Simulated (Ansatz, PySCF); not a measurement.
Reaction R1 + R2 → P1 + P2, each structure at its B3LYP-D3(BJ)/def2-TZVP stationary point, reached from a drawn start (curvature not checked).
R1: SiF4 (SMILES F[Si](F)(F)F), charge 0, multiplicity 1.
P1: F3HOSi (SMILES O[Si](F)(F)F), charge 0, multiplicity 1.
P2: HF (SMILES F), charge 0, multiplicity 1.
R2: H2O (SMILES O), charge 0, multiplicity 1.

P less R. No zero-point or thermal terms. One arrangement of each flexible species, with no search for the lowest.

Frozen-core correlation throughout.

Codes used: Ansatz (a first-principles code) with Gaussian orbitals; PySCF for the D3/D4 terms. All values are computed, each at the level named.

```csv
level,reaction energy (meV)
SVWN5/def2-TZVPP,272.9
PBE/def2-TZVPP,328.7
BLYP-D4/def2-TZVPP,331.8
PBE0-D3(BJ)/def2-TZVPP,304.0
CAM-B3LYP/def2-TZVPP,341.1
wB97M-V/def2-TZVPP,326.9
SCS-MP2/cc-pV(D+d)Z,241.2
CCSD/cc-pV(Q+d)Z,…
CCSD(T)/cc-pV(Q+d)Z,…
```

Problem. What belongs in the gaps?

Solution. 
- CCSD/cc-pV(Q+d)Z, reaction energy (meV): 353.3
- CCSD(T)/cc-pV(Q+d)Z, reaction energy (meV): 345.7
